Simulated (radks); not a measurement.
Results of a calculation; reference values are marked as such.
Polarisability of neutral fluorine, [He] 2s2 2p5, at imaginary frequency. Code: a radial shooting solver on a logarithmic mesh with Libxc functionals. Model: non-relativistic Kohn-Sham, LDA (Slater exchange, Perdew-Wang correlation), spin-polarised, spherical densities, point nucleus; open shells are filled with parallel spins first. Response by self-consistent Sternheimer equations with the Hartree and adiabatic LDA kernel.

w (hartree),alpha1(iw) (bohr^3)
0.00266,4.207
0.0143,4.205
0.0360,4.195
0.0697,4.163
0.118,4.085
0.186,3.924
0.280,3.640
0.413,3.207
0.605,2.636
0.892,1.985
1.35,1.337
2.12,0.7772
3.59,0.3658
6.94,0.1235
17.5,0.02312

Static values: alpha1 = 4.207 bohr^3 (0.6234 angstrom^3; uncoupled 4.892). C6 = 11.36, triple-dipole C9 = 33.35 atomic units. One-pole (London) frequency 4 C6 / (3 alpha1^2) = 0.856 hartree, against 0.384 for minus the highest occupied eigenvalue. The dipole shielding factor is 1.000, as the force sum rule N/Z = 1.000 demands. Recommended static value: 3.74 bohr^3 (Schwerdtfeger and Nagle, 2023 table).
